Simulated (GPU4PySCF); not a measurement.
diphenyl sulfone (C12H10O2S), SMILES O=S(=O)(c1ccccc1)c1ccccc1. Atoms are numbered in the order given.

```xyz
25

O      0.4278     2.6969     0.5481
S      0.1766     1.7139    -0.4697
O      0.0612     2.0833    -1.8538
C     -1.2950     0.8409    -0.0218
C     -2.0304     0.1991    -1.0077
C     -3.1752    -0.4940    -0.6497
C     -3.5729    -0.5398     0.6795
C     -2.8338     0.1136     1.6559
C     -1.6873     0.8094     1.3085
C      1.4366     0.4787    -0.3468
C      1.7459    -0.2889    -1.4603
C      2.7245    -1.2637    -1.3551
C      3.3808    -1.4623    -0.1482
C      3.0689    -0.6822     0.9568
C      2.0920     0.2955     0.8621
H     -1.7128     0.2657    -2.0407
H     -3.7622    -0.9942    -1.4107
H     -4.4701    -1.0816     0.9552
H     -3.1548     0.0866     2.6904
H     -1.1064     1.3439     2.0497
H      1.2353    -0.1022    -2.3967
H      2.9805    -1.8657    -2.2188
H      4.1468    -2.2251    -0.0705
H      3.5929    -0.8314     1.8933
H      1.8468     0.9296     1.7049
```

Geometry: PBE0-D3(BJ)/def2-TZVP. One conformer was computed; it need not be the lowest.

Two levels are set side by side: PBE-D3(BJ)/def2-TZVP (GPU4PySCF) and PBE0-D3(BJ)/def2-TZVP (GPU4PySCF). Each level has its own optimised geometry; the coordinates shown are those of the second. Frequencies come from the Hessian of GPU4PySCF at each geometry. Differences are taken from unrounded values.

| quantity | PBE0-D3(BJ) |
|---|---|
| mean bond length (Å) | 1.303 |
| bond O1–S2 (Å) | 1.437 |
| bond S2–O3 (Å) | 1.437 |
| bond S2–C4 (Å) | 1.769 |
| bond S2–C10 (Å) | 1.769 |
| bond C4–C5 (Å) | 1.387 |
| bond C4–C9 (Å) | 1.387 |
| bond C5–C6 (Å) | 1.385 |
| bond C6–C7 (Å) | 1.388 |
| bond C7–C8 (Å) | 1.388 |
| bond C8–C9 (Å) | 1.385 |
| bond C10–C11 (Å) | 1.387 |
| bond C10–C15 (Å) | 1.387 |
| bond C11–C12 (Å) | 1.385 |
| bond C12–C13 (Å) | 1.388 |
| bond C13–C14 (Å) | 1.388 |
| bond C14–C15 (Å) | 1.385 |
| highest harmonic wavenumber (cm⁻¹) | 3226 |
| mean harmonic wavenumber (cm⁻¹) | 1227 |
| zero-point energy (kcal/mol) | 121.02 |

What does PBE-D3(BJ) give, and how far is it from PBE0-D3(BJ)? (The exact figures need the calculation; the answer reports its results.)


| quantity | PBE-D3(BJ) | PBE-D3(BJ) minus PBE0-D3(BJ) |
|---|---|---|
| mean bond length (Å) | 1.314 | 0.010 |
| bond O1–S2 (Å) | 1.458 | 0.020 |
| bond S2–O3 (Å) | 1.458 | 0.020 |
| bond S2–C4 (Å) | 1.791 | 0.022 |
| bond S2–C10 (Å) | 1.791 | 0.022 |
| bond C4–C5 (Å) | 1.397 | 0.009 |
| bond C4–C9 (Å) | 1.397 | 0.009 |
| bond C5–C6 (Å) | 1.395 | 0.010 |
| bond C6–C7 (Å) | 1.398 | 0.009 |
| bond C7–C8 (Å) | 1.398 | 0.010 |
| bond C8–C9 (Å) | 1.395 | 0.010 |
| bond C10–C11 (Å) | 1.397 | 0.009 |
| bond C10–C15 (Å) | 1.397 | 0.009 |
| bond C11–C12 (Å) | 1.395 | 0.010 |
| bond C12–C13 (Å) | 1.398 | 0.009 |
| bond C13–C14 (Å) | 1.398 | 0.009 |
| bond C14–C15 (Å) | 1.395 | 0.010 |
| highest harmonic wavenumber (cm⁻¹) | 3137 | -89 |
| mean harmonic wavenumber (cm⁻¹) | 1183 | -44 |
| zero-point energy (kcal/mol) | 116.72 | -4.30 |

Exact exchange shortens and stiffens bonds; PBE has none. Differences between two approximate levels are no errors against the true value.
